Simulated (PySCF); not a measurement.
BGeH6P.
Numbering: `[BH2:1][PH:2][GeH3:3]` (hydrogens: H4, H5 on B1; H6 on P2; H7, H8, H9 on Ge3)

Computed by this run: PBE0-D3(BJ)/def2-SVP geometry optimisation, gas phase in PySCF 2.14.0; density fitting, grid level 1; the optimiser is geomeTRIC in internal coordinates, started from a GFN2-xTB structure with every atom displaced at random (about 0.01 Å).

Step 0: E = -66558.1480 eV
```
atom  x, y, z in Å  |  force x, y, z in eV/Å
B1     -1.8079   -0.4763   -0.3232    0.403   1.252  -0.587
P2     -0.7665    0.2215    1.0100    0.043   0.799   0.064
Ge3     1.2126    0.4336   -0.0857    0.705   0.046   0.410
H4     -2.4376   -1.4092   -0.1592   -1.046  -1.620   0.294
H5     -1.9485    0.1558   -1.3278    0.067   0.144  -0.304
H6     -0.4514   -0.9046    1.7401    0.158  -0.829   0.710
H7      1.7316   -0.7405   -0.8820   -0.102  -0.587  -0.272
H8      2.3192    0.7222    0.9329    0.022   0.012   0.305
H9      1.1945    1.6129   -0.9914   -0.249   0.783  -0.621
```

Step 1: E = -66558.3483 eV
```
atom  x, y, z in Å  |  force x, y, z in eV/Å
B1     -1.8343   -0.4691   -0.3436   -0.120  -0.269   0.091
P2     -0.7300    0.1990    0.9972    0.112  -0.187   0.138
Ge3     1.2966    0.4828   -0.0857    0.015   0.015  -0.182
H4     -2.5502   -1.4300   -0.1331    0.102   0.208  -0.025
H5     -1.9088    0.1257   -1.3872   -0.002   0.067  -0.084
H6     -0.4413   -0.9534    1.8001   -0.067   0.204  -0.115
H7      1.6672   -0.7868   -0.8945    0.020   0.190   0.072
H8      2.3691    0.7401    0.9933   -0.053  -0.003  -0.069
H9      1.1778    1.7073   -1.0327   -0.007  -0.226   0.175
```

Question: Estimate the geometry and energy of step 2. (The exact step hangs on the optimiser's Hessian estimate; all steps are aligned on step 1, rigid shifts and turns removed.)

Answer: E = -66558.3595 eV, largest force 0.095 eV/Å
```
atom  x, y, z in Å  |  force x, y, z in eV/Å
B1     -1.8348   -0.4750   -0.3443   -0.061  -0.016   0.028
P2     -0.7231    0.1843    0.9963    0.064  -0.063  -0.031
Ge3     1.3003    0.4739   -0.0875   -0.033  -0.007   0.010
H4     -2.5754   -1.4051   -0.1270    0.022   0.042  -0.004
H5     -1.9008    0.1245   -1.3909    0.021  -0.001  -0.004
H6     -0.4477   -0.9552    1.8033   -0.024   0.027   0.003
H7      1.7034   -0.7695   -0.8991    0.024   0.003  -0.009
H8      2.3667    0.7528    0.9841    0.012   0.009   0.007
H9      1.1575    1.6848   -1.0212   -0.026   0.004  -0.001
```

The energy changes by -0.0112 eV. The first-order estimate −F·Δx gives -0.0192 eV and the mean of the old and new forces, exact on a quadratic surface, -0.0114 eV. The step makes an angle of 65° with the force vector and moves no atom by more than 0.040 Å.

What follows is the cost of the whole optimisation. The run took 31 s of wall time on one thread of an Intel Xeon Platinum 8488C, shared host with 192 logical CPUs at a one-minute load of 66, and the process peaked at 0.40 GiB of memory.
